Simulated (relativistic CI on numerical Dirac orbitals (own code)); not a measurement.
# V³⁺ in a cubic cluster: 2p photoemission with charge transfer

Computed with a charge-transfer multiplet model of a cubic metal-ligand cluster with up to one ligand hole, Slater and spin-orbit integrals from Dirac-Coulomb-Breit ions, Slater integrals scaled by 0.7. The ground state mixes d2 with configurations of k ligand holes L, whose averages lie at kΔ + k(k − 1)U_dd/2; a core hole lowers each added d electron by U_cd. 300 K, Lorentzian 0.6 eV and Gaussian 0.8 eV FWHM.

Atomic integrals in eV (Slater integrals scaled, ζ unscaled), ground: F2dd 7.050, F4dd 4.418, zeta_d 0.024; with the core hole: F2dd 8.311, F4dd 5.241, zeta_d 0.042, zeta_core 4.607, F2cd 4.754, G1cd 3.580, G3cd 2.034.

Cluster parameters (eV): Δ = 5.7, U_dd = 4.4, 10Dq = 0.55, 10Dq(ligand) = 1.5, V(eg) = 1.5, V(t2g) = -0.66, final-state hopping factor = 0.8.

```tsv
Case	n_d	d2	d3L	S
U_cd = 3.3 eV	2.19	0.81	0.19	1.00
U_cd = 3.9 eV	2.19	0.81	0.19	1.00
U_cd = 4.5 eV	2.19	0.81	0.19	1.00
U_cd = 5.1 eV	2.19	0.81	0.19	1.00
U_cd = 6.3 eV	2.19	0.81	0.19	1.00
```

Weights, n_d and S are thermal averages at 300 K. Binding energies count from the first peak over 30 % of the highest in each spectrum, which can be another peak from case to case. The parameters are a model scan and need not match a compound or its usual spin state. Peaks in eV (height, largest 100):
- U_cd = 3.3 eV: 0.0 (100), 3.2 (15), 7.4 (51), 9.7 (11)
- U_cd = 3.9 eV: 0.0 (100), 3.0 (18), 7.5 (52)
- U_cd = 4.5 eV: 0.0 (100), 2.9 (21), 7.5 (54)
- U_cd = 5.1 eV: 0.0 (100), 2.8 (25), 7.5 (55), 13.0 (6)
- U_cd = 6.3 eV: 0.0 (100), 2.6 (33), 7.6 (59), 13.2 (12)

For the case U_cd = 5.1 eV, Δ = 5.7 eV is larger than U_dd = 4.4 eV, the Mott-Hubbard side of the Zaanen-Sawatzky-Allen scheme. With the core hole the configuration with one ligand hole lies at Δ − U_cd = 2.4, 1.8, 1.2, 0.6, -0.6 eV from the one without, in the order of the table; where this is negative the screened configuration lies lower, though the effective hopping of about 2.6 eV (from the holes of the mixed ground state) mixes the two strongly wherever it is as large as the gap.

With at most 1 ligand hole the space is cut while the next configuration still counts, so covalency is underestimated, and a final configuration with one more ligand hole, which can lie low, is missing from the spectra.
